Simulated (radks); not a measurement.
The numbers below are computed, except where a source is named.
The carbon anion C4-, [Ne], held by a Watson sphere: a shell of charge +4 at radius R that stands for the Madelung well of a crystal (potential energy -4/R inside, -4/r outside, in hartree with lengths in bohr). Level of theory: scalar-relativistic Kohn-Sham, LDA (Slater exchange, Perdew-Wang correlation), spin-polarised, spherical densities, finite nucleus; Fermi nuclear charge, rms radius of each element as measured or else 0.836 A^(1/3) + 0.57 fm (a radial shooting solver on a logarithmic mesh with Libxc functionals). Response by self-consistent Sternheimer equations with the Hartree and adiabatic LDA kernel, the relativistic mass of each level held fixed and spin-orbit coupling left out. The sphere does not respond.

R (bohr)  e(1s) (eV)  e(2s) (eV)  e(2p) (eV)  <r> 2p (bohr)  sum of <r^2> (bohr^2)  X-ray form factor at sin(theta)/lambda = 0.2 1/angstrom  alpha (bohr^3)
1.62         -262.12     -17.979      -9.070          1.755                  29.05                                                    4.963           15.64
2.31         -264.02     -14.536      -6.806          2.156                  42.72                                                    4.028           35.46
2.62         -264.75     -13.370      -6.029          2.334                  49.57                                                    3.766           49.83
2.78         -265.06     -12.859      -5.676          2.426                  53.29                                                    3.665           59.09
3.2          -265.65     -11.777      -4.894          2.671                  63.75                                                    3.491           90.84
